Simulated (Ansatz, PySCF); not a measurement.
Reaction (SMILES): C[O-] -> [CH2-]O
Each molecule is optimised on its own at B3LYP-D3(BJ)/def2-TZVP (Ansatz, a program for electronic structure), one conformer each, not searched for the lowest.

Wanted: isomerisation energy (electronic energy difference), in eV. Cores are frozen in the correlated levels unless marked. Spin-orbit coupling is left out. Non-relativistic. Anions need diffuse functions: aug- sets have them; def2-D sets add few; the other sets have none. Basis-set limits of correlation are two-point, X^-3; Hartree-Fock from the larger set.

```json
[
 {"level": "HF/cc-pVQZ", "program": "Ansatz", "isomerisation energy (eV)": "1.59"},
 {"level": "PBE0/def2-TZVPD", "program": "Ansatz", "isomerisation energy (eV)": "1.68"},
 {"level": "PW6B95-D4/def2-TZVPD", "program": "PySCF + dftd4", "isomerisation energy (eV)": "1.65"},
 {"level": "SCS-MP2/cc-pVDZ", "program": "Ansatz", "isomerisation energy (eV)": "1.56"}
]
```

Question: Predict the CCSD(T)/CBS(def2-TZVPPD,def2-QZVPPD) result (Ansatz).

Answer: 1.50 eV, so SCS-MP2/cc-pVDZ differs from it by 0.06 eV.
